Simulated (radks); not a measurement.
Values are calculated unless marked as measured or tabulated.
Valence configurations of neutral cadmium (all share [Kr]). Code: a radial shooting solver on a logarithmic mesh with Libxc functionals. Model: Dirac Kohn-Sham, LDA (Slater exchange, Perdew-Wang correlation), spin-unpolarised, spherical densities, finite nucleus; open shells are shared between the two j in proportion to 2j + 1; Fermi nuclear charge, rms radius 4.6087 fm. Energies are relative to 4d10 5s2; eigenvalues in eV.

valence	E (eV)	e(4d3/2)	e(4d5/2)	e(5p1/2)	e(5p3/2)	e(5s1/2)
4d10 5s2	0.000	-12.322	-11.620	-	-	-5.955
4d10 5s1 5p1	4.781	-14.208	-13.501	-2.416	-2.184	-7.214
4d9.5 5s1.5 5p1	8.372	-15.974	-15.244	-2.657	-2.392	-7.732
4d9 5s2 5p1	12.595	-17.802	-17.051	-2.906	-2.607	-8.254
4d8 5s2 5p2	29.304	-23.086	-22.286	-4.095	-3.690	-10.208
4d9.5 5s2 5p0.5	5.786	-15.106	-14.380	-2.243	-1.998	-7.169
4d10 5s0.5 5p1.5	7.298	-15.029	-14.319	-2.790	-2.538	-7.738

NIST lists [Kr] 4d10 5s2 as the ground configuration; this level of theory agrees among the configurations tried. The energies are those of spherical spin-averaged densities, not of single terms.
